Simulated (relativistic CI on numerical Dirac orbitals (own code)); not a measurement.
## Forbidden lines of Fe XVII

Computed by Dirac-Coulomb-Breit CI, orbitals from a KLI potential per configuration, QED by a radiative potential, unscaled Slater integrals (own radial code, finite nucleus).

CI space (outside the closed core 1s2): 2s²2p⁶, 2s²2p⁵3s, 2s²2p⁵3p, 2s²2p⁵3d, 2s2p⁶3s, 2s2p⁶3p, 2s2p⁶3d, 2s²2p⁵4s, 2s²2p⁵4p, 2s²2p⁵4d, 2s²2p⁵4f, 2s²2p⁵5s, 2s²2p⁴3s², 2s²2p⁵5p, 2s2p⁶4s, 2s²2p⁵5d, 2s²2p⁵5f, 2s²2p⁵5g, 2s2p⁶4p, 2s²2p⁴3s3p, 2s2p⁶4d, 2s2p⁶4f, 2s²2p⁴3p², 2s²2p⁴3s3d, 2s²2p⁴3p3d, 2s2p⁵3s², 2s2p⁵3s3p, 2s2p⁶5s, 2s²2p⁴3d², 2s2p⁶5p, 2s2p⁶5d, 2s2p⁶5f, 2s2p⁶5g, 2s2p⁵3p², 2s2p⁵3s3d, 2s2p⁵3p3d. Levels of other configurations are missing.

| λ vac (nm) | Lower | Upper | Type | A (s⁻¹) | gf | Branching (%) |
| --- | --- | --- | --- | --- | --- | --- |
| 1.3142 | 2s²2p⁶ ¹S0 [1] | 2s2p⁶3d ¹D2 [37] | E2 | 1.09e+10 | 1.40e-03 | 8.0 |
| 1.6021 | 2s²2p⁶ ¹S0 [1] | 2s²2p⁵3p ³D2 [14] | E2 | 6.59e+08 | 1.27e-04 | 9.1 |
| 1.6254 | 2s²2p⁶ ¹S0 [1] | 2s²2p⁵3p ³P2 [10] | E2 | 5.48e+08 | 1.08e-04 | 6.7 |
| 1.6352 | 2s²2p⁶ ¹S0 [1] | 2s²2p⁵3p ³D2 [7] | E2 | 5.11e+08 | 1.02e-04 | 9.3 |
| 1.7117 | 2s²2p⁶ ¹S0 [1] | 2s²2p⁵3s ³P°2 [2] | M2 | 2.16e+05 | 4.74e-08 | 100.0 |
| 115.97 | 2s²2p⁵3s ¹P°1 [3] | 2s²2p⁵3s ³P°0 [4] | M1 | 1.58e+04 | 3.18e-06 | 100.0 |

Terms are leading LS components. Brackets give the number of a level in order of energy, since labels repeat. The list gives strong lines, with weight on those to low levels, among the lowest 157 of 838 levels, so that lines to higher ones, which can be the strongest, are missing. Levels whose partners in the same complex of configurations lie outside the list can be far off, and so can their lines. Rates are taken at the computed energies, electric ones in the length gauge.

At this charge energies of transitions that change n are usually good to better than 1 %, and those within a shell (Δn = 0) to a few per cent.

LS names give the leading component of a level, which can be under half, so a name can repeat, a term be missing and a line seem to break the LS rules.
